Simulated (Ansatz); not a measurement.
`CCSS[SiH3]`, charge 0, multiplicity 1.

Q: Give a relaxed structure at PBE0-D4/def2-TZVP (the Gaussian-basis code of Ansatz). (An estimate is asked.)

A: The calculation gave: 
Z-matrix (Å, degrees):
```
C
C 1 1.512
H 1 1.092 2 110.7
H 1 1.093 2 110.3 3 -119.4
H 1 1.091 2 111.1 3 120.3
S 2 1.811 1 114.3 3 -61.5
H 2 1.095 1 111.4 3 -177.8
H 2 1.092 1 111.9 3 62.1
S 6 2.061 2 102.5 1 65.7
Si 9 2.140 6 95.8 2 91.1
H 10 1.483 9 110.4 6 62.6
H 10 1.488 9 106.9 6 -177.5
H 10 1.485 9 110.0 6 -58.5
```
This is one stationary point; other conformers may exist.
